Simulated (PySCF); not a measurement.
Ge (germanium, neutral) across methods

[Ar] 3d10 4s1 4p3, high-spin 5S determinant (an excited configuration). All numbers are calculated (PySCF 2.14, no relativity, point nucleus, in dyall-av2z (16s12p8d, 92 functions)). The B2PLYP total includes its PT2 part (frozen core); its orbital energies are those of the SCF part.

| method | E (hartree) | mean ε 3d β (eV) | mean ε 4s α (eV) | mean ε 4p α (eV) | Σ⟨r²⟩ (bohr²) | ⟨S²⟩ |
| --- | --- | --- | --- | --- | --- | --- |
| r2SCAN | -2076.755 | -31.437 | -13.978 | -5.732 | 41.96 | 6.002 |
| PBE | -2076.439 | -30.814 | -13.198 | -5.378 | 42.48 | 6.001 |
| B2PLYP | -2076.342 | -38.665 | -16.816 | -7.321 | 42.38 | 6.001 |
| LC-wPBE | -2076.489 | -36.365 | -18.659 | -9.073 | 41.83 | 6.002 |
| UHF | -2075.22084 | -45.331 | -20.123 | -9.307 | 42.51 | 6.002 |
| BP86 | -2077.018 | -31.014 | -13.319 | -5.478 | 42.47 | 6.001 |
| PBE0 | -2076.499 | -34.654 | -15.078 | -6.464 | 42.21 | 6.001 |
| PBEsol | -2074.946 | -30.825 | -13.216 | -5.379 | 42.38 | 6.001 |

Problem. Estimate the same row for LDA.

Solution. E (hartree) = -2073.599; mean ε 3d β (eV) = -31.203; mean ε 4s α (eV) = -13.341; mean ε 4p α (eV) = -5.459; Σ⟨r²⟩ (bohr²) = 42.50; ⟨S²⟩ = 6.001.
